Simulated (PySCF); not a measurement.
Compound: B2F2H5N.
Bonds: N1–B2, B2–B3, B3–F4, B3–F5. Hydrogens: H6, H7, H8 on N1; H9, H10 on B2.

Torsions of this conformer, `[NH3+:1][BH2-:2][B:3]([F:4])[F:5]`: N1–B2–B3–F4 2°.

The closed-shell ground state was solved at several levels (PySCF, density fitting, gas phase, non-relativistic). One conformer (not necessarily the lowest) at the PBE0-D3(BJ)/def2-SVP geometry, without solvent, vibrations or thermal averaging.

```json
{"level": "LDA/def2-SVPD", "basis functions": "146", "HOMO (eV)": "-6.35", "LUMO (eV)": "-1.27", "gap (eV)": "5.08", "dipole (D)": "5.98"}
{"level": "B3LYP/def2-SVPD", "basis functions": "146", "HOMO (eV)": "-7.47", "LUMO (eV)": "-0.81", "gap (eV)": "6.66", "dipole (D)": "5.98"}
{"level": "PBE0/def2-TZVP", "basis functions": "185", "HOMO (eV)": "-7.59", "LUMO (eV)": "-0.23", "gap (eV)": "7.36", "dipole (D)": "6.01"}
{"level": "B97-2/pcSseg-2", "basis functions": "250", "HOMO (eV)": "-7.35", "LUMO (eV)": "-0.53", "gap (eV)": "6.82", "dipole (D)": "6.00"}
{"level": "PBE0/IGLO-III", "basis functions": "225", "HOMO (eV)": "-7.63", "LUMO (eV)": "-0.50", "gap (eV)": "7.13", "dipole (D)": "5.98"}
{"level": "PBE0/def2-TZVPD", "basis functions": "236", "HOMO (eV)": "-7.62", "LUMO (eV)": "-0.74", "gap (eV)": "6.88", "dipole (D)": "5.94"}
{"level": "PBE/def2-SVPD", "basis functions": "146", "HOMO (eV)": "-6.25", "LUMO (eV)": "-1.23", "gap (eV)": "5.02", "dipole (D)": "5.92"}
{"level": "BHandHLYP/pcSseg-2", "basis functions": "250", "HOMO (eV)": "-9.00", "LUMO (eV)": "-0.04", "gap (eV)": "8.96", "dipole (D)": "6.09"}
{"level": "PBE0/pcSseg-2", "basis functions": "250", "HOMO (eV)": "-7.62", "LUMO (eV)": "-0.56", "gap (eV)": "7.06", "dipole (D)": "6.03"}
{"level": "PBE0/pcSseg-0", "basis functions": "55", "HOMO (eV)": "-7.62", "LUMO (eV)": "0.45", "gap (eV)": "8.07", "dipole (D)": "6.40"}
{"level": "PBE0/aug-cc-pVDZ", "basis functions": "160", "HOMO (eV)": "-7.62", "LUMO (eV)": "-0.94", "gap (eV)": "6.68", "dipole (D)": "5.94"}
{"level": "LC-wPBE/pcSseg-2", "basis functions": "250", "HOMO (eV)": "-10.44", "LUMO (eV)": "1.36", "gap (eV)": "11.80", "dipole (D)": "6.07"}
```

Q: Estimate the row for PBE0/6-31G, a basis of 55 functions; the other rows only guide the guess.

A: HOMO -7.38 eV, LUMO 0.80 eV, gap 8.18 eV, dipole 6.48 D.

Q: Over all these levels, which gives the widest orbital gap and which the narrowest?

A: LC-wPBE/pcSseg-2 (range-separated hybrid) has the widest, 11.80 eV, and PBE/def2-SVPD (GGA) the narrowest, 5.02 eV. Functional and basis both differ between the two, so the spread mixes both effects.

Q: How much does the basis alone move the frontier levels among the 7 PBE0 rows (the withheld one included)?

A: The HOMO by 0.25 eV and the LUMO by 1.74 eV. By rising basis size (HOMO, LUMO in eV): pcSseg-0 -7.62, 0.45; 6-31G -7.38, 0.80; aug-cc-pVDZ -7.62, -0.94; def2-TZVP -7.59, -0.23; IGLO-III -7.63, -0.50; def2-TZVPD -7.62, -0.74; pcSseg-2 -7.62, -0.56.

Q: In the pcSseg-2 basis, how does the gap go with the fixed share of exact exchange?

A: B97-2 (21 %) 6.82 eV; PBE0 (25 %) 7.06 eV; BHandHLYP (50 %) 8.96 eV. Each rise in the share widens the gap here.

Q: How far do the dipole and the HOMO energy spread over the levels?

A: The dipole runs from 5.92 to 6.48 D (mean 6.06 D) and the HOMO from -10.44 to -6.25 eV.
